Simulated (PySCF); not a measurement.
# One molecule, several mistakes: CGeH5Si anion

All numbers below are calculated, not measured. The program is PySCF 2.14.0, an open-source quantum chemistry code, run on an isolated molecule that a program drew, which may never have been made. The molecule is CGeH5Si anion (charge -1, singlet), drawn as the SMILES string `[CH2]=[GeH][SiH2-]`.

Each row is a Hartree-Fock (HF) and frozen-core CCSD(T) single point in the aug-cc-pV(D+d)Z basis, meant for a local HF minimum. Run 1 is clean. Each other run has one planted mistake out of seven kinds, and not every kind appears here: one electron removed, one electron added, multiplicity raised by two, geometry at a saddle point, minimal basis STO-3G, one bond length entered in bohr, all coordinates scaled. The reference is restricted for singlets and unrestricted otherwise, and also for a bond in bohr. Adding or removing an electron swaps singlet and doublet. Electrons count all cores. HOMO and LUMO are orbital energies over both spins, the gradient is its largest component, and the lowest frequency (negative if imaginary) is given only where the gradient is small. Bond lengths are over the 7 bonds as drawn. T1 is the CCSD diagnostic: over 0.02 (restricted) or 0.045 (unrestricted) a single reference is doubtful. Germanium has the aug-cc-pVDZ-PP basis, with a core potential (ECP10MDF) in place of its 10 inner electrons, and its 3s, 3p and 3d shells are frozen in CCSD(T).

Geometry of the clean run:
```xyz
8
CGeH5Si anion, angstrom
C     0.3830   -1.7424    0.7109
Ge   -0.2918   -0.7683   -0.6428
Si   -1.9146   -1.1642   -2.4080
H     0.1936   -2.8061    0.8017
H     1.0181   -1.3090    1.4756
H     0.1748    0.7145   -0.4701
H    -1.5886   -2.6410   -2.6022
H    -1.0056   -0.6096   -3.5038
```

| run | electrons | basis functions | <S^2> | HOMO (eV) | LUMO (eV) | gradient (hartree/bohr) | lowest frequency (cm^-1) | mean bond (Å) | longest bond (Å) | T1 | HF (hartree) | CCSD(T) (hartree) | mistake |
|---|---|---|---|---|---|---|---|---|---|---|---|---|---|
| 1 | 58 | 132 | 0.000 | -2.70 | 3.74 | 2.8e-05 | 129 | 1.5736 | 2.430 | 0.0171 | -623.03815 | -623.47235 | no fault |
| 2 | 58 | 132 | 0.000 | -2.77 | 3.75 | 1.2e-02 | - | 1.5987 | 2.469 | 0.0175 | -623.03659 | -623.47315 | all coordinates scaled |
| 3 | 57 | 132 | 1.225 | -7.84 | -0.34 | 5.0e-02 | - | 1.5736 | 2.430 | 0.0510 | -622.99314 | -623.38140 | one electron removed |
| 4 | 58 | 132 | 1.081 | -2.62 | 3.62 | 2.0e-02 | - | 1.7678 | 2.888 | 0.0726 | -622.95965 | -623.38252 | ? |
| 5 | 58 | 132 | 0.000 | -1.32 | 3.77 | 2.3e-05 | -603 | 1.5319 | 2.254 | 0.0157 | -623.00752 | -623.44277 | ? |

**Which mistake was planted in run 4, and what did it cost?**

The mean bond changes by a factor of 1.123 and the longest by 1.188, so the molecule wasn't scaled as a whole. A length L in bohr read as angstrom grows by (1/0.5292 - 1) L = 0.890 L. The 7 bonds together grew by 7 x 0.1942 = 1.359 Å, which gives L = 1.528 Å. That is the length of one of the H-Si bonds, 1.528 Å in the clean geometry. So the mistake is: one bond length entered in bohr. Subtracting run 1 and multiplying by 627.51 kcal/mol a hartree, the energy moved by 49.3 kcal/mol in HF and 56.4 kcal/mol in CCSD(T).

**Which mistake was planted in run 5, and what did it cost?**

The gradient is small, so the point is stationary, but the lowest frequency is imaginary (-603 cm^-1). So the mistake is: geometry at a saddle point. Subtracting run 1 and multiplying by 627.51 kcal/mol a hartree, the energy moved by 19.2 kcal/mol in HF and 18.6 kcal/mol in CCSD(T).

Cautions from the logs. Run 3: T1 is over the limit, so its CCSD(T) energy is less reliable; run 4: T1 is over the limit, so its CCSD(T) energy is less reliable.
